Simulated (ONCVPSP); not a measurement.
What the settings do to the ONCV potential of manganese

Base potential:

* Element: manganese
* Generator: ONCVPSP 4.0.1
* Type: optimised norm-conserving Vanderbilt (ONCV)
* Functional: PBE
* Relativity: scalar-relativistic
* Frozen core: [Ne] 3s2
* Valence charge: 13
* Reference configuration: 3p6 3d5 4s2
* Partial waves: 4s: rc 2.45 bohr, ncon 3, nbas 8, qcut 2.1 1/bohr, 1 projector; 3p: rc 1.35 bohr, ncon 4, nbas 7, qcut 8.5 1/bohr, 3 projectors, debl 2.7 Ha; 3d: rc 1.25 bohr, ncon 4, nbas 9, qcut 15 1/bohr, 2 projectors, debl 3.7 Ha; f scattering state at 0.35 Ha: rc 2.35 bohr, ncon 5, nbas 9, qcut 5 1/bohr, 2 projectors, debl 2.6 Ha
* Local potential: polynomial inside 0.80 bohr (lpopt 2, dvloc0 -1 Ha)
* Core correction: polynomial model core, fcfact 0.45

All-electron outer shells of the reference configuration (PBE, scalar-relativistic, ld1.x):

| shell | level (eV) | outermost node (bohr) | outermost maximum (bohr) |
| --- | --- | --- | --- |
| 3s | -85.88 | 0.34 | 0.74 |
| 3p | -54.59 | 0.31 | 0.75 |
| 3d | -6.77 | – | 0.76 |
| 4s | -5.11 | 1.05 | 2.51 |

Cutoffs, loose and tight: the cutoffs (Ha) at which the residual kinetic energy of the hardest occupied pseudo-wave falls to 1 and 0.1 mHa per electron. They do not see the model core or the augmentation charge, which bear on the density cutoff. Test errors are all-electron minus pseudo excitation energies from the reference, over the configurations 3p6 3d5 4s1; 3p6 3d5 4s0; 3p6 3d4 4s0; 3p6 3d3 4s0. A dash means not determined; rows that change the core or the reference have their own tests. The largest error is taken over the tests solved by every variant that gives reliable tests at all: 3p6 3d4 4s0; 3p6 3d5 4s0; 3p6 3d5 4s1.

A true bound ghost makes a file unfit for plane-wave use even where its test errors are small: the radial tests pick states by their node count and pass the ghost by.

```
    change    outcome  cutoff, loose  cutoff, tight  bound ghosts  GHOST(+) flags above zero  largest test error (meV)
      base  generated          71 Ha          82 Ha             s                          f                      -101
p: rc 1.14  generated          71 Ha          82 Ha             s                          f                      -101
p: rc 1.34  generated          71 Ha          82 Ha             s                          f                      -101
p: rc 1.46  generated          71 Ha          82 Ha             s                          f                      -102
p: rc 1.66  generated          71 Ha          82 Ha             s                       p, f                      -103
p: rc 1.74  generated          71 Ha          82 Ha             s                          f                      -105
p: rc 1.94  generated          71 Ha          82 Ha             s                          f                      -111
```

**Question.** What comes out with this change to the base: p: rc 0.94?

**Answer.** outcome: generated; cutoff, loose: 71 Ha; cutoff, tight: 145 Ha; bound ghosts: s; GHOST(+) flags above zero: p, f; largest test error (meV): -101.

Reading the sweep of the p radius (base included, trends over the rows without a ghost): Bound ghosts are found at 0.94, 1.14, 1.34, 1.35, 1.46, 1.66, 1.74, 1.94 bohr. Every judged row has one, so this setting neither creates nor removes them.
